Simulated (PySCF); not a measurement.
C3H4FNSi. Atoms are numbered in the order given.

```xyz
10

F      1.9812     0.1665    -0.6611
Si     0.7603    -0.1431     0.3622
C     -0.4669     1.2669     0.5172
C     -1.6282     0.7409     0.0897
C     -1.5197    -0.6982    -0.3732
N     -0.3923    -1.2952    -0.3354
H      1.3558    -0.6343     1.6252
H     -0.3795     2.2920     0.8839
H     -2.5894     1.2663     0.0564
H     -2.4267    -1.2108    -0.7404
```

The structure is a stationary point at ωB97X-D3(BJ)/def2-SVP. The structure was generated by enumeration; whether it is a known compound was not checked.

The numbers are results of SMD-B3LYP/6-31G* (PySCF), not measurements.

Solvation free energies are E(SMD) − E(gas) at the gas-phase geometry, for 1 M in both phases. In vacuum the dipole moment is 3.02 D.

Computed solvation free energies in water, dichloromethane, acetone:
| solvent | ΔG(solv) (kcal/mol) | its non-electrostatic (CDS) part | dipole (D) |
|---|---|---|---|
| water | -2.5 | 3.2 | 4.04 |
| dichloromethane | -5.0 | -0.3 | 3.87 |
| acetone | -5.0 | 0.4 | 3.97 |
